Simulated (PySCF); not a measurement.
Atom-mapped SMILES (the numbers label the heavy atoms): `[Cl:1][C:2]1=[CH:3][CH2:4][C@@H:5]2[CH2:6][C@H:7]12` (H(Xn): hydrogen on atom n). Ha(C6) is cis to C2 on the ring; Ha(C4) is cis to C6 on the ring; Hb(C6) is trans to C2 on the ring; Hb(C4) is trans to C6 on the ring.

Geometry: GFN2-xTB; GIAO shifts from PySCF 2.14, gas phase, non-relativistic, averaged over equivalent atoms.

At B97-2/6-31G* (116 basis functions, 55 s wall time (32 s CPU) on 1 thread of an Intel Xeon, shared host):
| atoms | δ (ppm) |
| --- | --- |
| C2 | 136.0 |
| C3 | 116.0 |
| C4 | 35.5 |
| C7 | 29.3 |
| C6 | 18.5 |
| C5 | 18.2 |
| H(C3) | 5.04 |
| Hb(C4) | 2.60 |
| Ha(C4) | 2.41 |
| H(C7) | 1.78 |
| H(C5) | 1.66 |
| Hb(C6) | 0.98 |
| Ha(C6) | 0.25 |

δ = σ(ref) − σ, references computed at the same level: ¹³C (σ = 195.47 ppm) and ¹H (σ = 32.53 ppm) against TMS.

Problem. Predict the values at PBE0/pcSseg-1 on the same geometry.

Solution. 
```
 atoms  δ at PBE0/pcSseg-1  change
    C2               151.1   +15.1
    C3               129.4   +13.4
    C4                39.1    +3.6
    C7                31.8    +2.5
    C6                19.3    +0.8
    C5                19.2    +1.0
 H(C3)                5.30   +0.26
Hb(C4)                2.78   +0.18
Ha(C4)                2.49   +0.08
 H(C7)                1.82   +0.04
 H(C5)                1.70   +0.04
Hb(C6)                0.90   -0.08
Ha(C6)               -0.05   -0.30
```

References, each an isolated molecule treated in the same way: TMS for ¹³C (σ = 186.93 ppm), ¹H (σ = 31.72 ppm).

The largest change is at C2 (fully substituted alkene carbon). Cost: 161 basis functions, 99 s wall time (43 s CPU) on 1 thread of an Intel Xeon, shared host. The order of the carbon signals is the same at both levels.

Carbons that carry Cl, above all several Cl atoms, come out too deshielded, partly because spin–orbit coupling is missing.
